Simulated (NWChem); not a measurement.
CH₅FSSi; SMILES CS[SiH2]F

```xyz
9

Si     0.4600     1.0389    -0.1610
F     -0.6641     1.9999     0.4949
S      0.3945    -0.9578     0.5667
C     -1.1151    -1.5985    -0.2856
H      0.2161     1.0433    -1.6253
H      1.7981     1.5538     0.2101
H     -1.1314    -2.6778    -0.1218
H     -2.0191    -1.1586     0.1400
H     -1.0715    -1.4019    -1.3596
```
Atoms are numbered in this order, from 1.

Computed with NWChem. Pople sets run with spherical d functions. Geometry: optimised at B3LYP/6-31G* (spherical d). Vzz is the largest principal value of the second derivative of the potential at the nucleus (NWChem prints the opposite sign); η is the asymmetry. Non-relativistic.

```csv
level,Vzz S3 (a.u.),η S3
PBE0/6-31G*,-2.021,0.95
PBE0/def2-SVP,…,0.92
CAM-B3LYP/6-31G*,-2.063,0.96
CAM-B3LYP/def2-TZVP,2.183,1.00
```

Problem. What belongs in the gaps?

Solution. 
- PBE0/def2-SVP, Vzz S3 (a.u.): -1.930
